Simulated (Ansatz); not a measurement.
Correlation energies of Cl2F3HMoO, SMILES `[OH][Mo]([F])([F])([F])([Cl])[Cl]` by basis set

```xyz
8

O    -1.1591   -0.9936   -0.1481
Mo    0.3004    0.0895   -0.0519
F     0.9315   -0.7202    1.4684
F    -0.0959    0.9404   -1.6279
F     1.5143    1.4216    0.2602
Cl   -1.1087    1.4759    1.1597
Cl    1.6833   -1.2544   -1.2323
H    -2.0658   -0.9592    0.1719
```

The species carries charge 0 and has multiplicity 1. Correlated methods include outer-core shells of Mo, which these sets cover unevenly. Mo: def2 effective core potential. All single points use the PBE0-D4/def2-TZVP geometry. It is one conformer, not always the lowest. Frozen core, restricted reference, Ansatz.

```
     basis      HF (Eh)  MP2 corr.  CCSD corr.       (T)  CCSD(T) total
  def2-SVP  -1359.73118   -1.48935    -1.44526  -0.06673    -1361.24317
def2-TZVPP  -1360.57199   -2.00014           –         –              –
def2-QZVPP  -1360.62249   -2.17789           –         –              –
```
